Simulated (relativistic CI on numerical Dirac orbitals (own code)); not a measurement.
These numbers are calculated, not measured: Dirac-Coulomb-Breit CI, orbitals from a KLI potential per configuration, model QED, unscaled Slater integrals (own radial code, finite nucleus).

The strongest absorption lines from the ground level of an ion, among the configurations computed and to levels below about 207 eV (vacuum wavelength in Å, gf): 65.680 (0.19), 122.98 (0.013), 133.86 (0.011), 145.00 (1.9), 156.00 (0.055), 177.88 (0.24), 199.37 (0.06), 236.80 (0.31).

Task: Which ion is it?
A. Sb19+
B. In17+
C. Ag15+
D. Rh13+

Result: B. In17+ has 32 electrons and the ground level 4s2 4p2 3P_0; the strongest line goes to 4s2 4p 4d 3D°_1. The pattern of lines fixes the number of electrons, and along that sequence the line energies rise steadily with the charge (about as its square where n changes within one kind of shell, about linearly where n is kept but much faster in heavy ions where fine structure, which grows about as Z⁴, sets the gap, and irregularly where shells cross), which fixes Z. Configurations outside the model, such as inner-shell arrays, can give stronger lines. At this charge energies of transitions that change n are usually good to better than 1 %, and those within a shell (Δn = 0) to a few per cent.

LS names give the leading component of a level, which can be under half, so a name can repeat, a term be missing and a line seem to break the LS rules.
